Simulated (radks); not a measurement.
Spherical quantum dot in the effective-mass picture: electrons in a parabolic well V = omega^2 r^2 / 2 with omega = 0.189, with a point charge +1 (a donor) at the centre, all in effective atomic units (hartree* = m*/eps^2 hartree, bohr* = eps/m* bohr), one dielectric constant everywhere. Calculated with a radial shooting solver with Libxc functionals: non-relativistic Kohn-Sham, r2SCAN, spin-polarised, spherical densities, generalised Kohn-Sham scheme. Levels are named by radial order and angular momentum (1s, 1p, 1d, 2s, ...), and open shells are averaged over m.

N = 7, configuration 1s2 1p(up 3, down 2). This is the lowest configuration that the search found. Occupied and some empty levels:

level    occupation  eigenvalue (hartree*)  <r> (bohr*)
1s up             1                 1.3512        2.330
1s down           1                 1.3529        2.205
1p up             3                 1.5409        4.446
1p down           2                 1.5580        4.443
2s up             0                 1.5805        4.192
2s down           0                 1.5906        4.283
1d up             0                 1.6672        5.054
1d down           0                 1.6862        5.084
1f up             0                 1.8094        5.502
1f down           0                 1.8289        5.557

Energy (hartree*): total 5.14554, kinetic 1.2649, external -0.51590, Hartree 5.7554, exchange-correlation -1.3588.

Electron density:

r (bohr*)  n(r) (e/bohr*^3)
0.167                0.2429
0.795               0.07582
1.42                0.03002
2.05                0.01657
2.68                0.01219
3.31                0.01016
3.94               0.008287
4.57               0.006103
5.20               0.003906
5.82               0.002121
6.45              0.0009612
7.08              0.0003623
7.71              0.0001136
8.34             0.00002993
